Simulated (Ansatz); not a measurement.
Consider the ligand exchange at the Si–O bond: `O[SiH2][GeH2][SH]` + NH₃ → `N[SiH2][GeH2][SH]` + H₂O.

Program: Ansatz. Geometries: PBE0-D4/def2-TZVP. ΔE: electronic, gas phase. CBS: MP2 limit from def2 TZ/QZ plus the TZ coupled-cluster correction, frozen cores. This one scheme is used for every species. DFT in def2-TZVPP. B3LYP here is the variant with VWN-RPA as its local correlation; programs differ in this. For Ge outer-core shells are correlated without core-valence functions, which leaves a few kJ/mol of doubt a bond. Scalar relativity is left out up to krypton. Each species was taken in one conformer, which may not be the lowest.

```csv
level,ΔE (eV)
r2SCAN-D4,0.41
B3LYP-D4,0.41
PBE,0.38
B3LYP,0.43
MP2/def2-TZVPP,0.39
CCSD/def2-TZVPP,0.41
HF/CBS(def2),0.47
MP2/CBS(def2),0.36
```

**Question.** What does CCSD(T)/CBS give? (Estimate.)

**Answer.** Computed: +0.37 eV. The listed levels differ from it by 0.04, 0.04, 0.01, 0.06, 0.02, 0.04, 0.10, -0.01 eV.

Largest T1 diagnostic among the species: 0.012.

In def2-TZVPP, CCSD(T) changes the Hartree–Fock value by −0.08 eV (the triples alone add −0.01 eV) and MP2 by −0.09 eV.
